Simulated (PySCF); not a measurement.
An unknown gives this computed stick spectrum. Method: TDDFT PBE0/def2-SVPD, vertical, gas phase, core orbitals frozen in the response (PySCF 2.14.0, density-fitted response routines). Geometries: GFN2-xTB, one conformer each.

| state | λ (nm) | f |
| --- | --- | --- |
| S1 | 257.4 | 0.048 |
| S2 | 238.1 | 0.0001 |
| S3 | 222.0 | 0.221 |
| S4 | 187.6 | 0.225 |
| S5 | 181.2 | 0.449 |
| S6 | 179.8 | 0.0005 |
| S7 | 172.1 | 0.0002 |
| S8 | 167.9 | 0.0001 |

Orbital energies (eV): HOMO-3 -10.66, HOMO-2 -9.23, HOMO-1 -8.43, HOMO -8.01, LUMO -2.24, LUMO+1 -0.93, LUMO+2 0.58.

Question: Which structure fits? All have the formula C7H4F2O.
A. `Fc1cc(ccc(F)c1)=O`
B. `c1cccc(c1C(F)=O)F`
C. `c1cc(cc(c(c1)F)F)=O`

Answer: B. Its S1, at 4.82 eV, is the highest among the candidates; the nearest of the others has S1 at 3.56 eV. S1 is HOMO→LUMO (86%), HOMO-1→LUMO+1 (11%). Löwdin shares by element: HOMO carbon 69% or more (atoms not listed hold the other 31%); LUMO carbon 45% or more, oxygen 14% (atoms not listed hold the other 41%). At the same level the other candidates give, for their lowest levels:
- `O=c1cccc(F)c(F)c1`: 348 nm (f 0.000); 325 nm (f 0.063); 322 nm (f 0.000); 265 nm (f 0.067); 207 nm (f 0.415); T1 2.36 eV; HOMO -7.37, LUMO -2.83 eV
- `O=c1ccc(F)cc(F)c1`: 356 nm (f 0.000); 327 nm (f 0.062); 313 nm (f 0.000); 263 nm (f 0.070); 206 nm (f 0.359); T1 2.38 eV; HOMO -7.38, LUMO -2.86 eV

The values belong to the conformer `[O:1]=[C:2]([F:3])[c:4]1[cH:5][cH:6][cH:7][cH:8][c:9]1[F:10]`: O1–C2–C4–C5 0°.
Triplets come from the Tamm–Dancoff approximation.
